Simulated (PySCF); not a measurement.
PySCF input for SnHFBr2, SMILES [F][SnH]([Br])[Br], r2SCAN-D4/def2-SVP. Geometry: r2SCAN-D4/def2-SVP. The structure was generated by enumeration; whether it is a known compound was not checked. The def2 effective core potentials stand for the cores of Sn; spin–orbit coupling is left out.

```python
import numpy as np
from pyscf import gto, scf, dft, df
from pyscf.hessian import thermo

mol = gto.M(
    atom='''
    Sn    0.31492042   -0.62752168   -0.00000000
    F    -1.01703117   -2.02641271   -0.00000001
    Br   -0.12064739    0.72818259   -2.01966651
    Br   -0.12064739    0.72818259    2.01966652
    H     1.85257710   -1.35898327    0.00000000
    ''',
    basis='def2-SVP',
    ecp={'Sn': 'def2-svp'},
    charge=0,
    spin=0,
    max_memory=1600,
    verbose=3,
)
mf = dft.RKS(mol, xc='r2scan').density_fit(auxbasis='def2-universal-jkfit')
mf.disp = 'd4'
mf.grids.level = 4
mf.conv_tol = 1e-11
mf.max_cycle = 100
mf.kernel()

# [left out here: the lines that compute and print the analytic Hessian (its translational invariance restored by hand, since the grid's response is missing), thermochemistry and intensities]
```

Output:

```
converged SCF energy = -5462.48511305011

WARN: MGGA Hessian is sensitive to dft grids. grids.level 4 may not be dense enough.


WARN: DFTD4 does not support analytical Hessian, using finite difference.


WARN: Mole.unit (angstrom) is changed to Bohr

Mode                                 0                   1                   2
Irrep
Freq [cm^-1]                       73.3330            133.5103            134.6738
Reduced mass [au]                  62.6108             19.4808             24.9811
Force const [Dyne/A]                0.1984              0.2046              0.2669
Char temp [K]                     105.5099            192.0916            193.7656
Normal mode                   x     y     z       x     y     z       x     y     z
       0  Sn                -0.01  0.04  0.00    0.00 -0.00 -0.02    0.05 -0.00  0.00
       1   F                -0.01  0.05  0.00   -0.00  0.00  0.21   -0.10  0.14 -0.00
       2  Br                 0.01 -0.04 -0.06    0.01  0.02 -0.01   -0.02 -0.01  0.02
       3  Br                 0.01 -0.04  0.06   -0.01 -0.02 -0.01   -0.02 -0.01 -0.02
       4   H                -0.00  0.05 -0.00    0.00 -0.00 -0.08    0.01 -0.08  0.00
Mode                                 3                   4                   5
Irrep
Freq [cm^-1]                      255.0334            282.4053            535.4533
Reduced mass [au]                  63.6081             80.2368              1.0272
Force const [Dyne/A]                2.4376              3.7702              0.1735
Char temp [K]                     366.9363            406.3183            770.3981
Normal mode                   x     y     z       x     y     z       x     y     z
       0  Sn                -0.02  0.05 -0.00   -0.00  0.00 -0.06    0.00  0.00  0.01
       1   F                 0.02  0.01  0.00    0.00 -0.00  0.01    0.00 -0.00 -0.01
       2  Br                 0.01 -0.04  0.05    0.01 -0.03  0.05    0.00 -0.00  0.00
       3  Br                 0.01 -0.04 -0.05   -0.01  0.03  0.05   -0.00  0.00  0.00
       4   H                -0.01  0.06  0.00    0.00  0.00 -0.04   -0.00 -0.00 -0.99
Mode                                 6                   7                   8
Irrep
Freq [cm^-1]                      549.1493            640.9719           1953.7730
Reduced mass [au]                   1.0508             18.3581              1.0163
Force const [Dyne/A]                0.1867              4.4438              2.2856
Char temp [K]                     790.1036            922.2158           2811.0444
Normal mode                   x     y     z       x     y     z       x     y     z
       0  Sn                 0.00  0.01 -0.00    0.02  0.02  0.00    0.01 -0.00  0.00
       1   F                 0.01 -0.03  0.00   -0.15 -0.15  0.00    0.00 -0.00  0.00
       2  Br                -0.00 -0.00 -0.00    0.00 -0.00  0.00    0.00  0.00 -0.00
       3  Br                -0.00 -0.00  0.00    0.00 -0.00 -0.00    0.00  0.00  0.00
       4   H                -0.42 -0.88  0.00    0.05  0.08  0.00   -0.90  0.42 -0.00
temperature 298.1500 [K]
pressure 101325.00 [Pa]
Rotational constants [GHz] 2.03327 0.73342 0.58546
Symmetry number 1
Zero-point energy (ZPE) 0.01038 [Eh]   27264.708 [J/mol]
                           tot       elec      trans        rot        vib
Entropy [J/mol/K]       367.451      0.000    179.820    126.726     60.904
Cv [J/mol/K]             77.408      0.000     12.472     12.472     52.465
Cp [J/mol/K]             85.723      0.000     20.786     12.472     52.465
Internal energy [J/mol]                      3718.434   3718.434  36665.897
Internal energy [Eh]   -5462.46832  -5462.48511
Enthalpy [J/mol]                             6197.391   3718.434  36665.897
Enthalpy [Eh]          -5462.46737
Gibbs free energy [J/mol]                  -47415.982 -34065.071  18507.242
Gibbs free energy [Eh] -5462.50910
static polarisability / bohr^3: [[49.312 -5.783 -0.   ]
 [-5.783 58.867  0.   ]
 [-0.     0.    82.772]]
largest difference of analytic and finite-field dipole derivatives / e: 0.0013236830720493309
mode   freq/cm-1   IR/(km/mol)   Raman/(A^4/amu)   depolarisation
   1       73.33         1.062             2.987            0.696
   2      133.51         8.201             1.496            0.750
   3      134.67        12.436             1.588            0.634
   4      255.03        14.629            11.499            0.095
   5      282.41        54.351             2.943            0.750
   6      535.45       108.249            24.233            0.750
   7      549.15        59.112            22.121            0.634
   8      640.97        47.880             7.338            0.164
   9     1953.77        73.576           291.610            0.203
max |gradient| / (hartree/bohr): 0.0001992036199937662
APT charges: [ 1.8284 -0.6196 -0.4735 -0.4735 -0.2586]
```

The run converged.

Cost: very roughly 14 core-minutes.
